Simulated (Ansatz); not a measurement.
Two isomers of C2H3F2NSi: A = `N=C1C(F)[SiH]1F`, B = `C[Si](F)(F)C#N`.

Isolated molecules relaxed with PBE0-D4/def2-TZVP in Ansatz; ΔE leaves out vibrations. CCSD(T)/CBS adds triple-zeta CCSD(T) − MP2 to the extrapolated MP2 energy (def2 sets, frozen cores). DFT in def2-TZVPP. B3LYP here is the variant with VWN-RPA as its local correlation; programs differ in this. Each species was taken in one conformer, which may not be the lowest.

Problem. Which isomer does CCSD(T)/CBS put lower? Give the gap. (Estimate.)

Solution. The calculation gave: B, by 123.6 kcal/mol.

Problem. Give E(B) − E(A) in kcal/mol with r2SCAN-D4, CCSD/def2-TZVPP, CCSD(T)/def2-TZVPP, B2PLYP, BLYP-D4, LDA (SPW92), B3LYP-D4. (Estimate.)

Solution. Ansatz gave: r2SCAN-D4 -115.0, CCSD/def2-TZVPP -126.0, CCSD(T)/def2-TZVPP -124.1, B2PLYP -122.8, BLYP-D4 -113.6, LDA (SPW92) -99.4, B3LYP-D4 -117.3. None reverses the order clearly.

Problem. Does the order hold for the free energy at 298.15 K (harmonic terms from PBE0-D4)? (Best estimate.)

Solution. Computed: Yes: G(B) − G(A) = -123.5 kcal/mol, for one conformer each.

Largest T1 diagnostic: 0.014.

At CCSD(T), def2-SVP lies +4.5 kcal/mol from the extrapolated value and def2-TZVPP −0.5 kcal/mol. From BLYP to BHLYP (50 % exact exchange), in def2-TZVPP and without D4, E(B) − E(A) moves by −9.6 kcal/mol.
